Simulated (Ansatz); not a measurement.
C6H15In, SMILES `C[CH](C)[InH][CH](C)C`, 22 atoms. Total charge 0; spin multiplicity 1. Correlated methods include outer-core shells of In, which these sets cover unevenly. In takes the def2 core potential. Hardware: A = 4 threads of a server CPU on a shared host; B = 4 threads of an AMD EPYC 7R13 on a shared host and a share of an NVIDIA H100 80 GB. Correlated methods freeze the cores. Open-shell runs search over several starts.

**Question.** Give the basis size and wall time and peak host memory of each of these runs in Ansatz. RKS B3LYP-D4/def2-TZVPP energy and forces [B]; UKS r2SCAN-D4/def2-TZVPP energy of the cation [B]; RKS ωB97X-V/def2-TZVPP energy [B]; RKS PBE0-D4/def2-TZVP relaxation (18 steps) [B]; RHF-CCSD(T)/def2-TZVPP energy [B]; RKS ωB97M-V/def2-TZVPP energy and forces [B]; RHF-CCSD(T)/def2-SVP energy [B]; UKS PBE-D4/def2-TZVPP energy of the cation [B]; RKS HSE06 (plane-wave form)-D4/def2-TZVPP energy [B]; RKS PBE0-D4/def2-SVP energy [A]; direct RPA on PBE orbitals/def2-TZVPP energy [B]; UKS ωB97X-V/def2-TZVPP energy of the cation [B]. (Estimate.)

**Answer.** The calculation gave: Other jobs shared the machine, so times are rough.

| level | job | functions | wall time | peak host memory (GiB) |
| --- | --- | --- | --- | --- |
| RKS PBE0-D4/def2-SVP | energy [A] | 185 | 7 s | 0.7 |
| RKS HSE06 (plane-wave form)-D4/def2-TZVPP | energy [B] | 446 | 7.5 s | 1.1 |
| RKS B3LYP-D4/def2-TZVPP | energy and forces [B] | 446 | 7.5 s | 1 |
| RKS ωB97X-V/def2-TZVPP | energy [B] | 446 | 10 s | 1 |
| RHF-CCSD(T)/def2-SVP | energy [B] | 185 | 10 s | 0.79 |
| RKS ωB97M-V/def2-TZVPP | energy and forces [B] | 446 | 11 s | 1.1 |
| direct RPA on PBE orbitals/def2-TZVPP | energy [B] | 446 | 12 s | 2.2 |
| UKS PBE-D4/def2-TZVPP | energy of the cation [B] | 446 | 12 s | 1 |
| UKS r2SCAN-D4/def2-TZVPP | energy of the cation [B] | 446 | 13 s | 1.1 |
| UKS ωB97X-V/def2-TZVPP | energy of the cation [B] | 446 | 18 s | 1.3 |
| RKS PBE0-D4/def2-TZVP | relaxation (18 steps) [B] | 326 | 47 s | 0.98 |
| RHF-CCSD(T)/def2-TZVPP | energy [B] | 446 | 94 s | 2.1 |

B3LYP here is the variant with VWN-RPA as its local correlation; programs differ in this.
